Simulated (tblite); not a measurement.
rhenium atom (Re), sextet (GFN-xTB shapes and energies of metal compounds can be far from the true ones); IPEA1-xTB (tblite 0.6.0).

Input for tblite:
```
$ tblite run mol.xyz --method ipea1 --charge 0 --spin 5 --json tblite.json --no-restart

# file mol.xyz
1

Re     0.00000000     0.00000000     0.00000000
```

Output, abridged:

```
xTB calculator
 | screened Coulomb repulsion
 | Coulomb electrostatics
 |  * isotropic Klopman-Ohno-Mataga-Nishimoto electrostatics
 |  * onsite third-order electrostatics
 | DFT-D3(BJ) dispersion correction

halogen bonding energy    0.0000000000000E+00 Eh
repulsion energy          0.0000000000000E+00 Eh
dispersion energy         0.0000000000000E+00 Eh
number of electrons       7.0000000000000E+00 e
integral cutoff           3.5545256755052E+01 bohr

------------------------------------------------------------
  cycle        total energy    energy error   density error
------------------------------------------------------------
      1     -2.015163289142  -2.0151633E+00   1.9106430E-04
      2     -2.015163289142  -5.0270899E-13   1.1452022E-04
      3     -2.015163289143  -4.3343107E-13   1.1214792E-09
------------------------------------------------------------

electronic energy        -2.0151632891429E+00 Eh
total energy             -2.0151632891429E+00 Eh

Post processing:
 | Mayer-Wiberg bond orders

[Info] JSON dump of results written to 'tblite.json'
```
